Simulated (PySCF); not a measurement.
A GIAO shielding run with PySCF 2.14 (density fitting, non-relativistic, gas phase) on SMILES O=C(O)c1cccs1, C₅H₄O₂S:

```
$ OMP_NUM_THREADS=1 python probes_run.py task.json out

{"job": {"kind": "nmr", "xc": "wB97X-D", "basis": "pcSseg-2", "pop": false}, "charge": 0, "multiplicity": 1}
O      2.417428     0.865929    -0.731184
C      1.820497    -0.054779    -0.236636
O      2.430268    -1.179423     0.182403
C      0.376345    -0.086110    -0.018977
C     -0.492386     0.928591    -0.329176
C     -1.826201     0.614451    -0.008453
C     -1.944375    -0.634480     0.540249
S     -0.446938    -1.423725     0.668596
H      3.371648    -1.065108    -0.003651
H     -0.154277     1.855501    -0.772010
H     -2.665601     1.276089    -0.172781
H     -2.845466    -1.126521     0.875020
```

Hardware: 1 thread of an Intel Xeon 6975P-C, shared host. The job also computes ring-centre shieldings.

Question: How large is the calculation?

Answer: 66 electrons, 351 basis functions and 972 auxiliary functions.

Question: How long does it take, and how much memory does it need?

Answer: 68 s of wall time, with 15 SCF cycles and 7 response iterations; peak memory 1.7 GiB. Times on a shared host scatter by some tens of per cent.

Question: And these other runs on the same molecule and hardware: GIAO shielding at B97-2/pcSseg-2; GIAO shielding at KT3/pcSseg-2; GIAO shielding at PBE0/pcSseg-2?

Answer: B97-2/pcSseg-2: 351 functions, 51 s; KT3/pcSseg-2: 351 functions, 62 s; PBE0/pcSseg-2: 351 functions, 54 s.
